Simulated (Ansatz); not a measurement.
Coupled-cluster run, `C[O][Ga]([SH])[O][SiH3]`.

```yaml
crystal:
  periodic: [false, false, false]
  atoms:
    - {symbol: C, position_ang: [-0.390005, 1.562711, 1.077587]}
    - {symbol: O, position_ang: [-0.361453, 1.670209, -0.326689]}
    - {symbol: Ga, position_ang: [-0.008446, 0.303287, -1.399662]}
    - {symbol: S, position_ang: [-0.028643, 0.578034, -3.554328]}
    - {symbol: O, position_ang: [0.383369, -1.288836, -0.731247]}
    - {symbol: Si, position_ang: [0.467974, -2.133967, 0.659432]}
    - {symbol: H, position_ang: [-0.210015, 2.554026, 1.502874]}
    - {symbol: H, position_ang: [-1.366061, 1.211788, 1.431261]}
    - {symbol: H, position_ang: [0.377969, 0.886299, 1.472891]}
    - {symbol: H, position_ang: [-0.354674, 1.876359, -3.425611]}
    - {symbol: H, position_ang: [-0.790591, -2.001298, 1.446082]}
    - {symbol: H, position_ang: [1.593601, -1.650925, 1.507625]}
    - {symbol: H, position_ang: [0.686985, -3.567696, 0.339765]}
basis:
  gaussian: {orbitals: def2-TZVPP}
correlation: {method: ccsd_t}
```

```sh
$ ansatz run in.yaml --threads 2 --pin off --events-out ev --progress --plain --max-ram 22528MiB --backend cuda --devices 0, --max-vram 18GiB
```

Log, shortened:

```
Functional definition: HF
1926 factors; integrals over basis functions are off by at most 1.1e-3 eV
mean field evaluation 1: about -76230.2704 eV, gradient 5.2e1 eV
mean field evaluation 2: about -76230.5850 eV, gradient 5.2e1 eV
mean field evaluation 4: about -76236.0793 eV, gradient 4.7e0 eV
mean field evaluation 8: about -76236.1745 eV, gradient 4.5e-1 eV
mean field evaluation 16: about -76236.1759 eV, gradient 2.3e-6 eV
mean field -76236.17586036 eV, -2801.6277881322 hartree, gradient 2.3e-6 eV, S^2 0.000000; 0 other end points of the search recorded, 0 dependent functions left out
22 core orbitals not correlated: weight in the atoms' cores, before any rotation towards them, 1.000 or more for the frozen orbitals, at most 0.000 for the correlated occupied ones
reference -76236.17586036 eV, -2801.6277881322 hartree; 23, 23 occupied and 278, 278 virtual orbitals, 1926 factors
second order -31.84977734 eV of doubles, -0.00000000 eV of singles
cycle   1  -31.92688402 eV  change   -7.7e-2 eV  update   1.4e-1
cycle   2  -32.84846189 eV  change   -9.2e-1 eV  update   4.3e-2
cycle   3  -33.05534292 eV  change   -2.1e-1 eV  update   2.3e-2
cycle   4  -33.03444946 eV  change    2.1e-2 eV  update   5.4e-3
cycle   5  -33.03110301 eV  change    3.3e-3 eV  update   2.9e-3
cycle   6  -33.03265984 eV  change   -1.6e-3 eV  update   8.9e-4
cycle   7  -33.03221834 eV  change    4.4e-4 eV  update   4.0e-4
cycle   8  -33.03214431 eV  change    7.4e-5 eV  update   1.1e-4
cycle   9  -33.03221850 eV  change   -7.4e-5 eV  update   4.7e-5
cycle  10  -33.03222012 eV  change   -1.6e-6 eV  update   1.4e-5
perturbative correction -1.31377480 eV, -0.0482803332 hartree
Total energy: -76270.52185527 eV, -2802.8899801647 hartree
```

Run time 11 s (2 threads of an AMD EPYC 7R13 on a shared host and a share of an NVIDIA H100 80 GB); peak host memory 0.89 GiB.

MP2 recovers 92.7 % of the CCSD(T) correlation energy and the triples give 3.8 %; T1 = 0.0135.
